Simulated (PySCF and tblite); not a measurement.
The numbers below are computed, except where a source is named.
System: C₃H₇FO₂Si₂, numbered as in [O:1]=[C:2]([SiH3:3])/[C:4]([F:5])=[C:6](\[OH:7])[SiH3:8].

Motion: rotation about the C6–O7 bond (torsion C4–C6–O7–H from 0° to 180°, rising). GFN2-xTB gives an electronic barrier of 16.1 kcal/mol and a reaction energy of 10.9 kcal/mol.

PBE0/pcSseg-1 + D3(BJ) on GFN2-xTB geometries gives 16.8 kcal/mol and k(298 K) = 30 s⁻¹.

(1) What does PBE0/cc-pVDZ + D3(BJ) give on GFN2-xTB geometries?

Programs: tblite and PySCF.

## Answers

(1) A barrier of 17.5 kcal/mol, 0.7 above the first DFT barrier (from unrounded values), a reaction energy of 12.4 kcal/mol and, with GFN2-xTB thermal terms, ΔG‡(298 K) = 16.6 kcal/mol and k = 9.1 s⁻¹ (2 equivalent paths).
